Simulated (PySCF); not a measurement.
A GIAO shielding run with PySCF (density fitting, non-relativistic, gas phase) on SMILES O[SiH2]O[SiH2]S[SiH2]S, H8O2S2Si3:

```
$ OMP_NUM_THREADS=1 python probes_run.py task.json out

{"job": {"kind": "nmr", "xc": "PBE0", "basis": "pcSseg-1"}, "charge": 0, "multiplicity": 1}
O     -2.504933     0.371189     1.808485
Si    -3.008602     0.667081     0.306457
O     -1.739753     0.675359    -0.743971
Si    -0.202690     0.433912    -1.086434
S      0.706561    -0.435620     0.663399
Si     2.736838    -0.635338     0.022218
S      3.832951    -1.404279     1.685664
H     -1.673213    -0.064363     1.991104
H     -3.523950     2.024565     0.279313
H     -3.864642    -0.394045    -0.206070
H      0.446615     1.710820    -1.324013
H     -0.109618    -0.543636    -2.156035
H      2.810786    -1.588150    -1.072833
H      3.272081     0.667094    -0.338612
H      2.817154    -1.476600     2.530654
```

Hardware: 1 thread of an Arm Neoverse N1, shared host. The job also computes population analyses, field gradients.

Q: How large is the calculation?

A: 98 electrons, 194 basis functions and 1131 auxiliary functions.

Q: How long does it take, and how much memory does it need?

A: 60 s of wall time, with 14 SCF cycles and 5 response iterations; peak memory 0.81 GiB. Times on a shared host scatter by some tens of per cent.
